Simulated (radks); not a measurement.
Spherical quantum dot in the effective-mass picture: electrons in a parabolic well V = omega^2 r^2 / 2 with omega = 1.59, all in effective atomic units (hartree* = m*/eps^2 hartree, bohr* = eps/m* bohr), one dielectric constant everywhere. Calculated with a radial shooting solver with Libxc functionals: non-relativistic Kohn-Sham, LDA (Slater exchange, Perdew-Wang correlation), spin-polarised, spherical densities. Levels are named by radial order and angular momentum (1s, 1p, 1d, 2s, ...), and open shells are averaged over m. Results are scaled to m* = 0.143 and eps = 12.6, for which hartree* = 24.51 meV and bohr* = 4.663 nm.

N = 21, configuration 1s2 1p6 1d10 2s2 1f(up 1, down 0). This is the lowest configuration that the search found. Occupied and some empty levels:

| level | occupation | eigenvalue (meV) | <r> (nm) |
|---|---|---|---|
| 1s up | 1 | 355.44 | 5.957 |
| 1s down | 1 | 355.67 | 5.938 |
| 1p up | 3 | 374.81 | 7.454 |
| 1p down | 3 | 375.16 | 7.442 |
| 1d up | 5 | 396.72 | 8.527 |
| 1d down | 5 | 397.14 | 8.521 |
| 2s up | 1 | 401.54 | 7.455 |
| 2s down | 1 | 401.84 | 7.463 |
| 1f up | 1 | 420.78 | 9.387 |
| 1f down | 0 | 421.24 | 9.386 |
| 2p up | 0 | 427.75 | 8.425 |
| 2p down | 0 | 428.04 | 8.431 |
| 1g up | 0 | 446.68 | 10.12 |
| 1g down | 0 | 447.14 | 10.12 |
| 2d up | 0 | 455.06 | 9.309 |
| 2d down | 0 | 455.36 | 9.312 |

Energy (meV): total 5395.33, kinetic 775.07, external 2063.4, Hartree 2850.5, exchange-correlation -293.56.
